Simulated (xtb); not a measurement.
xtb input (GFN1-xTB):

```bash
xtb mol.xyz --gfn 1 --sp --chrg 1 --uhf 0
```
mol.xyz:
```
11

C      1.69085264    -0.46144252    -0.53549595
C      0.84940803     0.22496867     0.23837609
C     -0.46663568     0.63470500    -0.25273746
O     -1.55451460    -0.26660527     0.53497634
H      1.43006190    -0.75902949    -1.54498677
H      2.68197121    -0.72519755    -0.19068164
H      1.13147052     0.54232096     1.23510990
H     -0.65591085     0.42426682    -1.30099558
H     -0.80136117     1.62178434     0.05099306
H     -1.31389592    -1.21243209     0.52772379
H     -2.47796867    -0.14825773     0.24217057
```

End of the output:

```
         :::::::::::::::::::::::::::::::::::::::::::::::::::::
         ::                     SUMMARY                     ::
         :::::::::::::::::::::::::::::::::::::::::::::::::::::
         :: total energy             -14.268166348389 Eh    ::
         :: gradient norm              0.034557012992 Eh/a0 ::
         :: HOMO-LUMO gap              4.622070981177 eV    ::
         ::.................................................::
         :: SCC energy               -14.451297295091 Eh    ::
         :: -> electrostatic           0.136909314247 Eh    ::
         :: repulsion energy           0.185975307144 Eh    ::
         :: dispersion energy         -0.002844360442 Eh    ::
         :: halogen bond corr.         0.000000000000 Eh    ::
         :: add. restraining           0.000000000000 Eh    ::
         :: total charge               1.000000000000 e     ::
         :::::::::::::::::::::::::::::::::::::::::::::::::::::

           -------------------------------------------------
          |                Property Printout                |
           -------------------------------------------------

    * Orbital Energies and Occupations

         #    Occupation            Energy/Eh            Energy/eV
      -------------------------------------------------------------
         1        2.0000           -1.0829247             -29.4679
         2        2.0000           -0.9277872             -25.2464
         3        2.0000           -0.9251108             -25.1735
         4        2.0000           -0.8622863             -23.4640
         5        2.0000           -0.8476006             -23.0644
         6        2.0000           -0.8182882             -22.2668
         7        2.0000           -0.7876569             -21.4332
         8        2.0000           -0.7618128             -20.7300
         9        2.0000           -0.7350480             -20.0017
        10        2.0000           -0.7005389             -19.0626
        11        2.0000           -0.6748586             -18.3638
        12        2.0000           -0.6466292             -17.5957 (HOMO)
        13                         -0.4767712             -12.9736 (LUMO)
        14                         -0.4071965             -11.0804
        15                         -0.3578314              -9.7371
        16                         -0.3220501              -8.7634
Note: The following floating-point exceptions are signalling: IEEE_DENORMAL
normal termination of xtb
        17                         -0.3037264              -8.2648
        18                         -0.2915088              -7.9324
        19                         -0.2742375              -7.4624
        20                         -0.2563242              -6.9749
        21                         -0.2244368              -6.1072
        22                         -0.0481582              -1.3105
        23                          0.0265170               0.7216
       ...                                ...                  ...
        30                          0.3753780              10.2146
      -------------------------------------------------------------
                  HL-Gap            0.1698580 Eh            4.6221 eV
             Fermi-level           -0.5617002 Eh          -15.2846 eV

  Mulliken/CM5 charges         n(s)   n(p)   n(d)
     1C     0.00397 -0.09840   1.077  2.919  0.000
     2C    -0.05512 -0.11762   1.057  2.998  0.000
     3C     0.19095  0.09726   1.078  2.731  0.000
     4O    -0.45249 -0.80933   1.699  4.753  0.000
     5H     0.06466  0.11800   0.935  0.000  0.000
     6H     0.09398  0.14674   0.906  0.000  0.000
     7H     0.08512  0.14209   0.915  0.000  0.000
     8H     0.08104  0.14240   0.919  0.000  0.000
     9H     0.10466  0.16666   0.895  0.000  0.000
    10H     0.43636  0.60155   0.564  0.000  0.000
    11H     0.44687  0.61065   0.553  0.000  0.000

Wiberg/Mayer (AO) data.
largest (>0.10) Wiberg bond orders for each atom

 ---------------------------------------------------------------------------
     #   Z sym  total        # sym  WBO       # sym  WBO       # sym  WBO
 ---------------------------------------------------------------------------
     1   6 C    3.970 --     2 C    1.925     5 H    0.976     6 H    0.971
     2   6 C    3.976 --     1 C    1.925     3 C    1.063     7 H    0.963
     3   6 C    3.724 --     2 C    1.063     8 H    0.976     9 H    0.968
                             4 O    0.658
     4   8 O    2.280 --    10 H    0.791    11 H    0.788     3 C    0.658
     5   1 H    0.996 --     1 C    0.976
     6   1 H    0.994 --     1 C    0.971
     7   1 H    0.992 --     2 C    0.963
     8   1 H    0.999 --     3 C    0.976
     9   1 H    0.997 --     3 C    0.968
    10   1 H    0.823 --     4 O    0.791
    11   1 H    0.805 --     4 O    0.788
 ---------------------------------------------------------------------------

Topologies differ in total number of bonds
Writing topology from bond orders to xtbtopo.mol

 dipole moment from electron density (au)
     X       Y       Z
  -1.9306  -0.6548  -0.2326  total (Debye):    5.215

           -------------------------------------------------
          | TOTAL ENERGY              -14.268166348389 Eh   |
          | GRADIENT NORM               0.034557012992 Eh/α |
          | HOMO-LUMO GAP               4.622070981177 eV   |
           -------------------------------------------------

------------------------------------------------------------------------
------------------------------------------------------------------------
 total:
 SCF:
```

It need not be the lowest isomer of its formula.
